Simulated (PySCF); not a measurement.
Gas-phase reaction: 2 GaH(CH3)2 → Ga2H6 + 2 C2H4

Energies from PySCF, thermal terms from the rigid-rotor harmonic-oscillator model, ideal gas at 1 bar. † marks an energy on the PBE0/def2-TZVP geometry and frequencies; other levels use their own. MP2 and CCSD(T) freeze the core. 6-31G* has spherical d functions here. All species are closed-shell singlets. B3LYP is the form with VWN-RPA correlation. Ga: all electrons, no relativistic terms. Methyl groups turn as free rotors in GaH(CH3)2. GaH(CH3)2, Ga2H6: computed as isolated molecules; such fragments, hydroxides, amides, oligomers or adducts are transient or little studied in the gas. MP2 isn't extrapolated to the basis-set limit; its ΔH°(298 K) is 222.2 kJ in def2-SVP and 239.0 kJ in def2-TZVPP. CCSD(T) isn't extrapolated to the basis-set limit; its ΔH°(298 K) is 182.8 kJ in def2-SVP and 205.0 kJ in def2-TZVPP. The harmonic model lacks anharmonicity and excited electronic states, which grow with temperature; levels with a mode under 35 cm⁻¹ are left out.

| level | ΔE electronic, kJ | ΔH°(298 K), kJ | ΔS°(298 K), J/K | ΔG°(1400 K), kJ |
|---|---|---|---|---|
| B3LYP/6-31G* | 240 | 213 | 97 | 71 |
| CCSD(T)/def2-SVP† | 205 | 183 | 95 | 48 |
| MP2/def2-SVP† | 244 | 222 | 95 | 87 |
| PBE/def2-TZVP† | 230 | 208 | 95 | 73 |
| PBE0/def2-QZVP† | 246 | 225 | 95 | 89 |
| PBE0/def2-TZVP | 245 | 223 | 95 | 88 |
| ωB97M-V/def2-TZVP† | 235 | 213 | 95 | 78 |
| ωB97X-V/def2-TZVP† | 244 | 222 | 95 | 87 |
ΔH° is lowest at CCSD(T)/def2-SVP† and highest at PBE0/def2-QZVP†. No reference value is set beside these.
